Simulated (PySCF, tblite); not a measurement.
Compound: C8H18S.
Geometry (GFN2-xTB, Å), atoms numbered from 1 in this order:
```
atom  x, y, z in Å
C1    -2.1094    2.0655   -0.1499
C2    -2.1730    0.5462   -0.2511
C3    -0.9380   -0.1914    0.2913
C4    -1.1463   -1.6940    0.1332
S5    -0.7889    0.1935    2.1022
C6     0.3301    0.3131   -0.4117
C7     1.5913   -0.5596   -0.3505
C8     2.6475    0.0503   -1.2735
C9     2.1615   -0.6831    1.0591
H10   -1.8777    2.3689    0.8685
H11   -3.0709    2.4929   -0.4247
H12   -1.3537    2.4750   -0.8145
H13   -3.0524    0.1952    0.2968
H14   -2.3053    0.2570   -1.2977
H15   -1.1166   -1.9653   -0.9209
H16   -2.1165   -1.9862    0.5335
H17   -0.3798   -2.2548    0.6612
H18   -2.0010   -0.2516    2.4299
H19    0.0760    0.4458   -1.4677
H20    0.5774    1.2967   -0.0062
H21    1.3540   -1.5599   -0.7262
H22    2.2788    0.1230   -2.2946
H23    3.5462   -0.5622   -1.2784
H24    2.9163    1.0483   -0.9337
H25    2.3617    0.3023    1.4740
H26    1.4749   -1.1955    1.7261
H27    3.0941   -1.2435    1.0378
```

Jobs on this species (27 atoms, 82 electrons) with PySCF (density fitting) and tblite. Hardware of each: Arm Neoverse N1, one thread, no GPU, shared host. Times come from a shared host and carry two figures at best.

```tsv
level and settings	work	basis functions	SCF cycles	wall time
PBE0/pcSseg-1	shieldings, charges and field gradients	250	?	?
GFN2-xTB	L-BFGS relaxation	–	–	1.0 s
GFN2-xTB	Hessian by finite differences	–	–	2.3 s
```

Problem. Fill in the missing figures.

Solution. 
- PBE0/pcSseg-1; shieldings, charges and field gradients: 1.8 min, 13 SCF cycles

Problem. What do all jobs in the table cost together?

Solution. About 1.9 min; the longest takes about 97 % of that, and about 110 times as long as the shortest.
